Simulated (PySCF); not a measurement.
Compound: C₇H₁₃Al.
Geometry (PBE0-D3(BJ)/def2-SVP, Å), atoms numbered from 1 in this order:
```xyz
21
C7H13Al angstrom
C     -1.7490    1.5644    0.3237
C     -1.5529    0.2968   -0.0836
C     -2.7071   -0.6615   -0.1760
C     -0.2239   -0.2922   -0.4267
C      0.9212    0.6565   -0.8218
C      2.2916    0.0029   -0.5928
C      2.4256   -0.4604    0.8704
Al     0.5965   -1.1116    1.1854
H     -2.7462    1.9124    0.6041
H     -0.9390    2.2954    0.3783
H     -2.8449   -0.9969   -1.2180
H     -2.5199   -1.5697    0.4230
H     -3.6475   -0.2104    0.1694
H     -0.3546   -1.0617   -1.2114
H      0.8133    1.0027   -1.8645
H      0.8764    1.5666   -0.1980
H      2.3860   -0.8691   -1.2665
H      3.0973    0.6976   -0.8878
H      3.2559   -1.1664    1.0294
H      2.6330    0.4069    1.5262
H     -0.0785   -1.9671    2.3452
```

Linear response at B3LYP/def2-SVPD (PySCF, frozen core in the response, non-relativistic).

Static isotropic polarisability: 112.39 au (16.65 Å³), principal values 96.5, 113.5, 127.1 au.

(1) What is the polarisability at 1064 nm and at the sodium D line?

(2) What is the isotropic C6 coefficient between two such molecules, C6 = (3/π)∫α(iω)² dω?

(3) Which effective excitation energy ω̄ makes London's formula C6 = (3/4)α²ω̄ exact here?

(4) What molar refraction at the D line follows from R = (4π/3)·N_A·α′, with α′ the polarisability volume?

(5) What three-body coefficient follows from the one-pole estimate C9 = (3/4)·α·C6?

(6) What n − 1 at the D line would an ideal gas of it have at 273.15 K and 1 atm (2.6868 × 10¹⁹ cm⁻³), by n − 1 = 2π·N·α′?

(7) The lowest 6 singlets have (eV, f): 3.79, 0.018; 4.99, 0.001; 5.13, 0.039; 5.64, 0.008; 5.72, 0.001; 5.93, 0.200. What share of the static polarisability do they carry in the sum over states α = Σ f/ω²?

(8) How many electrons N does the Slater–Kirkwood formula C6 = (3/4)·√N·α^(3/2) need to give this C6?

Answers

(1) 113.75 au at 1064 nm (+1.2 %), 117.14 au at 589.3 nm (+4.2 %). The rise at 589.3 nm is 3.49 times that at 1064 nm; a pure ω² law gives 3.26. The lowest singlet lies at 327 nm, shorter than both wavelengths.

(2) 4604 au (Eh·bohr⁶) by a ten-point quadrature over imaginary frequencies, which is 2750 eV·Å⁶ or 265 J·nm⁶/mol.

(3) ω̄ = 4·C6/(3α²) = 0.486 Eh = 13.2 eV. A one-pole form α(ω) = α/(1 − ω²/ω̄²) fitted to the 1064 nm value gives 10.7 eV. London's choice of the ionisation energy (7.86 eV, ΔSCF at the same level) gives C6 = 2740 au, 41 % too low.

(4) α′ = 17.36 Å³ gives R = 43.79 cm³/mol, for isolated, non-vibrating species.

(5) 388000 au. This is an estimate from the two numbers above, not a computed integral.

(6) 29.30 × 10⁻⁴, a formal value whether or not that pressure can be reached.

(7) 6.48 au, 5.8 % of α; the largest term, 4.22 au, is that of the state at 5.93 eV. Their oscillator strengths add up to 0.27. Higher states carry the rest.

(8) N = (4·C6/3)²/α³ = 26.5; the species has 68 electrons in all.

One conformer stands for the species.
